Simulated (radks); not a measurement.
Question: Sc10+, 11 electrons, occupied as [Ne] 3s1 (the NIST ground configuration). All-electron calculation, scalar-relativistic Kohn-Sham, OLYP, spin-unpolarised, spherical densities, point nucleus. Program: a radial shooting solver on a logarithmic mesh with Libxc functionals. Some entries of the table are withheld. Estimate them.

| orbital | occ. | eigenvalue (eV) | <r> (bohr) |
|---|---|---|---|
| 1s | 2 | (1) | (2) |
| 2s | 2 | (3) | 0.3388 |
| 2p | 6 | (4) | 0.3021 |
| 3s | 1 | -237.2281 | (5) |

Answer: 
(1) 1s eigenvalue (eV): -4642.181
(2) 1s <r> (bohr): 0.07301
(3) 2s eigenvalue (eV): -704.7166
(4) 2p eigenvalue (eV): -620.5771
(5) 3s <r> (bohr): 0.9117
